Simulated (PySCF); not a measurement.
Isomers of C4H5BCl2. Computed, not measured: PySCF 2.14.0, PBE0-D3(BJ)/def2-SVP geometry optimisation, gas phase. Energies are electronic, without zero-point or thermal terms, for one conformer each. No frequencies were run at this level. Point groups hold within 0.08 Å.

Task: Order them by energy at this level, lowest first, and give relative energies in kcal/mol.
A. `[CH2:1]=[C:2]=[CH:3][CH2:4][B:5]([Cl:6])[Cl:7]` with C2–C3–C4–B5 -103°, C3–C4–B5–Cl6 -126°
B. `[CH3:1][C:2]1=[CH:3][C@H:4]1[B:5]([Cl:6])[Cl:7]` with C3–C4–B5–Cl6 -153°
C. `[CH2:1]=[CH:2]/[CH:3]=[CH:4]\[B:5]([Cl:6])[Cl:7]` with C1–C2–C3–C4 180°

Result: C (0.0), A (16.7), B (24.4).

As drawn, the highest has a three-membered ring, which the lowest lacks.

```tsv
SMILES	E (Eh)	E rel (kcal/mol)	dipole (D)	point group	A, B, C (MHz)
C=C/C=C\B(Cl)Cl	-1099.80689	0.0	2.56	Cs	3363, 902.2, 711.4
C=C=CCB(Cl)Cl	-1099.78025	16.7	1.08	C1	3261, 903.2, 731.1
CC1=C[C@H]1B(Cl)Cl	-1099.76804	24.4	2.56	C1	2577, 1120, 934.6
```
